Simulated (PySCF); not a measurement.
## Spin-rotation constants: `C([C@H]1C[Si@H](N=C)C1)=O`, C₅H₉NOSi

Geometry (Å), atoms numbered from 1 in this order:
```xyz
17

C     3.343   -0.495   -0.251
N     2.137   -0.614    0.050
Si    0.736    0.323   -0.292
C    -0.721   -0.830   -0.705
C    -1.503   -0.288    0.501
C    -2.408    0.834    0.123
O    -2.296    1.512   -0.862
C    -0.342    0.379    1.284
H     3.758    0.321   -0.847
H     4.052   -1.243    0.094
H     0.820    1.575   -1.039
H    -1.242   -0.678   -1.646
H    -0.503   -1.889   -0.595
H    -2.048   -1.037    1.080
H    -3.191    1.058    0.878
H     0.000   -0.261    2.093
H    -0.600    1.348    1.704
```

Method used: GIAO PBE0/pcSseg-1 magnetisability, rotational g tensor and spin-rotation constants, non-relativistic, gas phase (PySCF). Geometry: GFN2-xTB.

Problem. Give the nuclear spin-rotation constants along the inertial axes (H = +C I·J) beside the isotropic shieldings.

Solution. Rotational constants 4.6838, 0.9688, 0.9388 GHz. A star marks the isotopologue with that one atom substituted, in its own axes.
```csv
atom,isotope,Caa (kHz),Cbb (kHz),Ccc (kHz),mean (kHz),σ (ppm)
N2,14N,1.863,0.182,0.054,0.700,-161.0
H9,1H,-0.304,0.056,-0.060,-0.103,23.0
H10,1H,0.246,-0.042,-0.074,0.043,23.0
H11,1H,-0.375,0.024,-0.058,-0.136,26.1
H12,1H,-0.321,-0.038,-0.072,-0.144,29.8
H13,1H,-0.390,-0.077,-0.026,-0.164,30.0
H14,1H,-0.439,0.021,-0.084,-0.168,28.3
H15,1H,0.142,-0.011,-0.052,0.026,21.3
H16,1H,-0.382,0.014,-0.115,-0.161,29.9
H17,1H,-0.365,-0.121,0.002,-0.162,30.6
C1,13C*,2.150,0.413,0.223,0.929,13.2
Si3,29Si*,-2.821,-0.602,-0.593,-1.339,362.5
C4,13C*,0.592,0.140,0.139,0.290,170.5
C5,13C*,0.855,0.189,0.156,0.400,142.5
C6,13C*,2.351,0.476,0.282,1.037,-23.3
O7,17O*,-2.464,-1.022,-0.137,-1.207,-309.1
```
For the geometry as given, no vibrational averaging.

Problem. How do the rotational constants and the g tensor change when H9, H10, H11, H12, H13, H14, H15, H16, H17 are replaced by deuterium?

Solution. Constants 3.7292, 0.8675, 0.8420 GHz; g -0.0757, -0.0164, -0.0083, against -0.0944, -0.0185, -0.0092 before.
